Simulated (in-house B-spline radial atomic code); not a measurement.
A fraction x of an electron is removed from 3p in the argon ion Ar⁴⁺, starting from [Ne] 3s2 3p2 and keeping the highest spin. Computed with an all-electron radial atomic-structure program (B-spline basis): non-relativistic B3LYP, spin-polarised, spherical fractional occupations, point nucleus.

Caution: exact exchange at fractional occupations of open shells leaves self-interaction of up to several eV.

```
   x  E(x) - E(0) (eV)  3p up level (eV)
   0            0.0000           -67.478
0.05            3.3922           -68.211
0.15           10.2869           -69.684
0.36           25.2470           -72.796
0.42           29.6416           -73.690
 0.5           35.5846           -74.885
0.56           40.1046           -75.784
0.63           45.4462           -76.834
0.83           61.1142           -79.849
0.97           72.4413           -81.969
   1           74.9072           -82.424
```

The exact functional would give a straight line between the two integer points. Deviations E(x) - E(0) - x[E(1) - E(0)], in eV: -0.353 at x = 0.05, -0.949 at x = 0.15, -1.72 at x = 0.36, -1.819 at x = 0.42, -1.869 at x = 0.5, -1.843 at x = 0.56, -1.745 at x = 0.63, -1.059 at x = 0.83, -0.219 at x = 0.97.

The curve lies below the straight line by up to 1.869 eV (at x = 0.5): convex, the delocalisation error, to which spherically averaged exact exchange adds.

Task: How well does Slater's transition state (minus the level at half occupation) give the ionisation energy?

Result: It gives 74.885 eV against 74.907 eV from the two total energies; NIST lists 74.84 eV, ground level to ground level. The end point has an open shell averaged over its orbitals, so its exact exchange keeps a self-interaction and this is no true integer point.
